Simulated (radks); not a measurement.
The numbers below are computed, except where a source is named.
Charge is removed step by step from the 2p level of Cl, starting from [Ne] 3s2 3p5. Code: a radial shooting solver on a logarithmic mesh with Libxc functionals. Model: non-relativistic Kohn-Sham, TPSS, spin-unpolarised, spherical densities, point nucleus; meta-GGA in the generalised Kohn-Sham scheme.

| removed (e) | E - E(0) (eV) | eigenvalue (eV) | E minus straight line (eV) |
|---|---|---|---|
| 0 | 0.000 | -192.21 | 0.000 |
| 0.25 | 49.175 | -201.24 | -3.508 |
| 0.5 | 100.64 | -210.56 | -4.723 |
| 0.75 | 154.48 | -220.14 | -3.576 |
| 1 | 210.73 | -229.98 | 0.000 |

Removing the whole electron costs 210.73 eV by Delta-SCF, against 192.21 eV from minus the eigenvalue at the starting occupation. Slater's transition state (half an electron removed) gives 210.56 eV. Integrating minus the eigenvalue over the occupation (Janak's theorem) gives 210.73 eV. The mean slope of the eigenvalue, de/dn, is 37.8 eV per electron.
